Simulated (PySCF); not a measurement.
Screening by computed properties: pick the candidate that meets the target.

All species are isolated and taken at one optimised geometry, non-relativistic unless stated. Electronic properties by PySCF.

The conformers computed, where there is a choice (atom-mapped SMILES and torsion angles):
- `[CH3:1][CH2:2][CH2:3][Si@H:4]([NH2:5])[O:6][SiH3:7]`: C1–C2–C3–Si4 -177°, C2–C3–Si4–N5 167°, C3–Si4–O6–Si7 48°, H–N5–Si4–C3 -167°, H–N5–Si4–C3 55°
- `[CH3:1][c:2]1[cH:3][n:4][n:5]([Si:6]([CH3:7])([CH3:8])[CH3:9])[n:10]1`: N4–N5–Si6–C7 154°
- `[CH3:1][c:2]1[n:3][n:4]([SiH:5]([CH3:6])[CH3:7])[n:8][c:9]1[CH3:10]`: N3–N4–Si5–C6 60°
- `[O:1]=[CH:2][SiH2:3][CH2:4][C@@H:5]([SiH3:6])[CH2:7][SiH3:8]`: O1–C2–Si3–C4 124°, C2–Si3–C4–C5 -52°, Si3–C4–C5–Si6 -61°, C4–C5–C7–Si8 61°
- `[CH:1]#[C:2][C:3](=[O:4])[N:5]=[CH2:6]`: C2–C3–N5–C6 -101°

(1) Wanted: dipole moment above 3 D (PBE0/pcSseg-1) and HOMO–LUMO gap below 7.6 eV (PBE0/pcSseg-1), at GFN2-xTB geometries. Which candidate meets both?
A. `CCC[Si@H](N)O[SiH3]`
B. `C#CC(=O)N=C`
C. `Cc1cnn([Si](C)(C)C)n1`
D. `n1([SiH](C)C)nc(c(n1)C)C`
E. `O=C[SiH2]C[C@@H]([SiH3])C[SiH3]`

## Answers

(1) B. Computed values:
```csv
species,dipole moment,HOMO–LUMO gap
Cc1cnn([Si](C)(C)C)n1,0.39 D,7.34 eV
n1([SiH](C)C)nc(c(n1)C)C,0.59 D,7.20 eV
CCC[Si@H](N)O[SiH3],1.18 D,7.81 eV
O=C[SiH2]C[C@@H]([SiH3])C[SiH3],2.74 D,5.45 eV
C#CC(=O)N=C,3.96 D,6.28 eV
```
